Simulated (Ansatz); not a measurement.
# A small benchmark: atomisation enthalpy at 298 K

8 molecules holding an element past argon; the atomisation enthalpy at 298 K in kJ/mol, computed less measured. Shapes, held fixed at every level: PBE0-D4/def2-TZVP. Flexible molecules stand in one conformer, not always the lowest. Thermal terms are harmonic and unscaled (PBE0-D4/def2-TZVP); the spin-orbit lowering of the free atoms is taken from their spectra. Programs: Ansatz 0.2.0. Measured values: Active Thermochemical Tables, CRC Handbook of Chemistry and Physics.

Levels: A = PBE-D4/def2-TZVPP; B = B3LYP-D4/def2-TZVPP; C = BHLYP-D4/def2-TZVPP.

```tsv
molecule	from tabulated heats	A	B	C
CHBr2F (dibromofluoromethane)	1417	+78	-24	-109
CHBrCl2 (bromodichloromethane)	1341	+70	-31	-99
GeCl4 (germanium tetrachloride)	1353	+55	-30	-62
GeI4 (germanium tetraiodide)	856	+61	-17	-40
C2H3Br (vinyl bromide)	2126	+63	-5	-77
C2H3I (vinyl iodide)	2064	+59	-8	-80
C3H5Br (allyl bromide)	3307	+85	-3	-99
C4H9Br (SMILES CCCCBr)	5048	+87	-9	-121
```

(1) Sum up the errors.

Answers

(1) 
```csv
level,kind,mean error,mean absolute error,worst case
PBE-D4/def2-TZVPP,GGA,+69.8,69.8,C4H9Br
B3LYP-D4/def2-TZVPP,global hybrid,-15.9,15.9,CHBrCl2
BHLYP-D4/def2-TZVPP,global hybrid,-85.9,85.9,C4H9Br
```

On this set B3LYP-D4/def2-TZVPP has the smallest mean absolute error and BHLYP-D4/def2-TZVPP the largest. PBE-D4/def2-TZVPP is too high in 8 of 8; B3LYP-D4/def2-TZVPP is too low in 8 of 8; BHLYP-D4/def2-TZVPP is too low in 8 of 8. The heats of GeCl4, GeI4, C3H5Br, C4H9Br come from older tables and can be uncertain by 10 kJ/mol or more. The molecules' own spin-orbit binding is left out, so errors for heavy halides read too negative. Heats of the atoms come from ATcT where it has them. With so many references in doubt the order of the levels isn't settled. For atoms past krypton def2 sets carry core potentials with scalar relativity. Relativity is left out for Br, Ge. The set is small.
